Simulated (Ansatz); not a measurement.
Consider the redistribution: `O[Si]([SiH3])([SiH3])Cl` + `C[NH][SnH3]` → `[SiH3][NH][SnH3]` + `C[Si](O)([SiH3])Cl`.

Computed with Ansatz on PBE0-D4/def2-TZVP structures; ΔE is electronic, products minus reactants. CCSD(T)/CBS is the MP2 limit (def2-TZVPP, def2-QZVPP) plus CCSD(T) − MP2 in def2-TZVPP, frozen cores. Functionals use def2-TZVPP. Elements past krypton have def2 core potentials. For Sn outer-core shells are correlated without core-valence functions, which leaves a few kJ/mol of doubt a bond. Each species was taken in one conformer, which may not be the lowest.

`O[Si]([SiH3])([SiH3])Cl`:

```xyz
12

O     1.648    0.284    1.225
Si    0.614   -0.237    0.055
Si   -1.340   -1.176    0.952
Si    0.293    1.566   -1.400
Cl    1.497   -1.774   -1.031
H     1.917   -0.342    1.900
H    -2.182   -1.728   -0.142
H    -2.118   -0.149    1.696
H    -0.974   -2.274    1.890
H     1.594    1.994   -1.978
H    -0.331    2.705   -0.676
H    -0.617    1.130   -2.492
```

`C[NH][SnH3]`:

```xyz
10

C     1.013    0.597   -0.892
N     0.367    0.607    0.407
Sn   -1.006   -0.831    0.809
H     1.834    1.322   -0.913
H     1.459   -0.386   -1.073
H     0.353    0.818   -1.744
H     0.032    1.533    0.638
H    -1.644   -0.473    2.349
H    -0.151   -2.307    0.786
H    -2.257   -0.880   -0.367
```

`[SiH3][NH][SnH3]`:

Z-matrix (Å, degrees):
```
Si
N 1 1.713
H 1 1.489 2 106.5
H 1 1.491 2 112.5 3 119.4
H 1 1.492 2 113.9 3 -119.0
Sn 2 2.025 1 126.8 3 11.2
H 2 1.009 1 118.2 3 -177.9
H 6 1.704 2 107.5 1 -52.1
H 6 1.705 2 105.7 1 -172.3
H 6 1.709 2 109.8 1 67.9
```

`C[Si](O)([SiH3])Cl`:

```xyz
12

C    -0.243   -0.389    1.681
Si    0.568   -0.072    0.039
O     1.528    1.260    0.064
Si   -0.916    0.221   -1.744
Cl    1.731   -1.743   -0.372
H    -0.878   -1.276    1.632
H     0.509   -0.556    2.458
H    -0.859    0.466    1.972
H     2.288    1.263    0.650
H    -1.772    1.417   -1.519
H    -1.793   -0.976   -1.846
H    -0.164    0.386   -3.015
```

| level | ΔE (kcal/mol) |
| --- | --- |
| B97M-V | -36.4 |
| BLYP | -33.1 |
| r2SCANh | -36.4 |
| BHLYP | -38.2 |

(1) What does CCSD(T)/CBS give? (An estimate is asked.)

Largest T1 diagnostic among the species: 0.013.

## Answers

(1) Computed: -37.4 kcal/mol. The listed levels differ from it by 1.0, 4.3, 1.0, -0.8 kcal/mol.

From PBE to PBE0 (25 % exact exchange), in def2-TZVPP and without D4, ΔE moves by −2.7 kcal/mol. Leaving LDA and LC-ωPBE aside and taking each functional with its dispersion term where it has one, the values, not all of them listed here, spread over 7.6 kcal/mol, from ωB97M-V to revPBE-D4. LDA lies −1.3 kcal/mol from PBE without D4. At CCSD(T), def2-SVP lies +4.2 kcal/mol from the extrapolated value and def2-TZVPP +0.3 kcal/mol.
